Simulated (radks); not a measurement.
Isoelectronic series with 27 electrons, each ion in its NIST ground configuration. Method: scalar-relativistic Kohn-Sham, SCAN, spin-polarised, spherical densities, finite nucleus; open shells are filled with parallel spins first (spin-orbit coupling, left out, can overturn this in heavy ions); meta-GGA in the generalised Kohn-Sham scheme; Fermi nuclear charge, rms radius of each element as measured or else 0.836 A^(1/3) + 0.57 fm; computed with a radial shooting solver on a logarithmic mesh with Libxc functionals. Total energies (hartree) and orbital eigenvalues (hartree):

ion,configuration,E (hartree),3d down,3d up,3p down,3p up
Ni+,[Ar] 3d9,-1520.69039,-0.45150,-0.49695,-2.80404,-2.85561
Cu2+,[Ar] 3d9,-1654.18850,-1.06611,-1.11758,-3.65048,-3.70571
Zn3+,[Ar] 3d9,-1793.94814,-1.84377,-1.90131,-4.66775,-4.72708
Ga4+,[Ar] 3d9,-1939.95295,-2.76516,-2.82858,-5.83285,-5.89626
Ge5+,[Ar] 3d9,-2092.20082,-3.81975,-3.88887,-7.13379,-7.20121
As6+,[Ar] 3d9,-2250.69923,-5.00134,-5.07601,-8.56380,-8.63516
Br8+,[Ar] 3d9,-2586.49736,-7.73118,-7.81654,-11.79616,-11.87527
Kr9+,[Ar] 3d9,-2763.83127,-9.27499,-9.36554,-13.59422,-13.67714
Rb10+,[Ar] 3d9,-2947.48178,-10.93612,-11.03177,-15.51181,-15.59853
Sr11+,[Ar] 3d9,-3137.47132,-12.71360,-12.81426,-17.54814,-17.63865
Zr13+,[Ar] 3d9,-3536.56520,-16.61478,-16.72525,-21.97509,-22.07319
Nb14+,[Ar] 3d9,-3745.72155,-18.73744,-18.85274,-24.36516,-24.46704
Mo15+,[Ar] 3d9,-3961.32116,-20.97432,-21.09438,-26.87277,-26.97845
Tc16+,[Ar] 3d9,-4183.39660,-23.32513,-23.44990,-29.49790,-29.60738
Ru17+,[Ar] 3d9,-4411.97510,-25.78965,-25.91909,-32.24058,-32.35388
Rh18+,[Ar] 3d9,-4647.09259,-28.36770,-28.50177,-35.10091,-35.21803

Estimate the row of Se7+ ([Ar] 3d9).

Answer. E (hartree) -2415.45929; 3d down -6.30603; 3d up -6.38610; 3p down -10.11879; 3p up -10.19404.
